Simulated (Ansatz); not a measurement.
`CC[O][Zr]([OH])([F])[Cl]` + `CNB(C)Cl` → `C[NH][Zr]([OH])([F])[Cl]` + `CCOB(C)Cl`  (redistribution)

Gas-phase electronic energies from Ansatz, PBE0-D4/def2-TZVP geometries. CCSD(T)/CBS is the MP2 limit (def2-TZVPP, def2-QZVPP) plus CCSD(T) − MP2 in def2-TZVPP, frozen cores. Functionals use def2-TZVPP. B3LYP here is the variant with VWN-RPA as its local correlation; programs differ in this. def2 core potentials past Kr. For Zr outer-core shells are correlated without core-valence functions, which leaves a few kJ/mol of doubt a bond. One conformer a species, not always the lowest.

Task: Is it downhill or uphill in electronic energy at CCSD(T)/CBS, and by how much? (An estimate is asked.)

Result: Ansatz gave: Uphill: ΔE = +69.7 kJ/mol.

Task: What do these levels give: r2SCAN-D4, B3LYP-D4, ωB97M-V, B2PLYP, PBE0, B3LYP, HF/def2-TZVPP, SCS-MP2/def2-TZVPP, CCSD/def2-TZVPP, CCSD(T)/def2-TZVPP, MP2/def2-QZVPP, HF/CBS(def2)? (Best estimate.)

Result: Computed: r2SCAN-D4 68.1, B3LYP-D4 69.7, ωB97M-V 69.7, B2PLYP 72.3, PBE0 71.5, B3LYP 72.3, HF/def2-TZVPP 74.5, SCS-MP2/def2-TZVPP 71.6, CCSD/def2-TZVPP 70.5, CCSD(T)/def2-TZVPP 69.4, MP2/def2-QZVPP 71.8, HF/CBS(def2) 74.9 kJ/mol.

Largest T1 diagnostic among the species: 0.016.
